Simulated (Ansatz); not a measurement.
Si5Se5. Total charge 0; singlet. Geometry PBE-D4/def2-SVP, basis def2-TZVP, Ansatz.

Cartesian coordinates in Å:
```
Si -1.215 -1.929 -0.751
Si 0.569 -2.201 1.334
Si 1.125 -0.004 2.207
Si 1.426 0.101 -1.993
Si -0.742 1.542 0.035
Se 1.667 1.318 0.145
Se -1.231 -0.362 1.490
Se 1.241 -2.156 -0.964
Se -1.076 0.365 -1.988
Se -1.763 3.327 0.486
```

| run | HOMO (eV) | LUMO (eV) |
| --- | --- | --- |
| A | -5.47 | -3.59 |
| B | -5.26 | -3.60 |
| C | -5.41 | -3.81 |
| D | -6.10 | -3.00 |

The structure comes from a short search, and lower isomers may exist.

Task: The runs used LDA (SPW92), PBE, PBE0, r2SCAN. Estimate which is which.

Result: A r2SCAN (0 % exact exchange); B PBE (0 % exact exchange); C LDA (SPW92) (0 % exact exchange); D PBE0 (25 % exact exchange). Exact exchange lowers occupied and raises empty levels; among semilocal functionals meta-GGAs tend to open the gap a little, and such runs are hard to tell apart. The gap grows from 1.60 eV (LDA (SPW92)) to 3.10 eV (PBE0).
